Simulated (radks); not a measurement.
Problem. All-electron atom: the xenon ion Xe2+ in [Kr] 4d10 5s2 5p4 (the NIST ground configuration). Method: Dirac Kohn-Sham, LDA (Slater exchange, Perdew-Wang correlation), spin-unpolarised, spherical densities, point nucleus; open shells fill j = l - 1/2 first; computed with a radial shooting solver on a logarithmic mesh with Libxc functionals. Some entries of the table are withheld. Estimate them.

orbital  occ.  eigenvalue (eV)  <r^2> (bohr^2)
1s1/2       2        -34331.16             (1)
2s1/2       2        -5360.175         0.01546
2p1/2       2        -5039.643         0.01140
2p3/2       4        -4715.439         0.01268
3s1/2       2        -1112.877          0.1075
3p1/2       2        -979.4163          0.1022
3p3/2       4        -917.8632          0.1102
3d3/2       4        -682.1450         0.09208
3d5/2       6        -669.1211         0.09438
4s1/2       2        -217.9395          0.5806
4p1/2       2        -170.6505          0.6337
4p3/2       4        -158.2495          0.6824
4d3/2       4         -81.6316             (2)
4d5/2       6         -79.6275             (3)
5s1/2       2         -39.4259           3.573
5p1/2       2         -27.8150           4.679
5p3/2       2         -26.2399           5.055

Solution. 
(1) 1s1/2 <r^2> (bohr^2): 0.0009652
(2) 4d3/2 <r^2> (bohr^2): 0.8822
(3) 4d5/2 <r^2> (bohr^2): 0.9044
